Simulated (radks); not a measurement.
Values are calculated unless marked as measured or tabulated.
The germanium anion Ge- inside a hard spherical wall (all orbitals vanish at R), configuration held at [Ar] 3d10 4s2 4p3 and not refilled when levels cross. Level of theory: scalar-relativistic Kohn-Sham, PBEsol, spin-polarised, spherical densities, point nucleus; open shells are filled with parallel spins first (a radial shooting solver on a logarithmic mesh with Libxc functionals). Eigenvalues in eV for spin up, with the zero of energy where the potential of the charges vanishes at infinity; a dash marks a level that is unbound or too diffuse for the functional's potential to be trusted. A positive occupied level is held by the wall or, in an anion where self-interaction has pushed it up, behind a barrier. The pressure on the wall is -dE/dV.

| R (bohr) | E (hartree) | kinetic (hartree) | e(3p) | e(3d) | e(4s) | e(4p) | e(5s, empty) | e(5p, empty) | pressure (GPa) |
|---|---|---|---|---|---|---|---|---|---|
| 20 | -2097.37462 | 2135.146 | -108.74 | -22.673 | -6.104 | 1.107 | 2.009 | 2.302 | 0.000227 |
| 15 | -2097.37411 | 2135.148 | -108.64 | -22.570 | -6.010 | 1.188 | 2.620 | 3.305 | 0.00245 |
| 12 | -2097.37253 | 2135.154 | -108.45 | -22.382 | -5.844 | 1.333 | 3.326 | 4.550 | 0.0168 |
| 8 | -2097.35406 | 2135.230 | -107.36 | -21.296 | -4.972 | 2.173 | 6.311 | 9.324 | 0.506 |
| 7 | -2097.33285 | 2135.315 | -106.56 | -20.502 | -4.377 | 2.814 | 8.432 | 12.333 | 1.49 |
| 4 | -2096.72302 | 2137.428 | -97.301 | -11.443 | 2.883 | 11.913 | 37.607 | 47.224 | 108 |
| 2.5 | -2092.56317 | 2149.805 | -74.745 | 10.482 | 31.444 | 46.780 | 141.50 | 158.56 | 2920 |
| 2 | -2085.65625 | 2169.645 | -53.100 | 32.511 | 71.288 | 92.119 | 263.02 | 282.73 | 13500 |
| 1.5 | -2061.61252 | 2236.031 | -2.540 | 87.285 | 195.24 | 223.59 | 578.26 | 593.99 | 94600 |
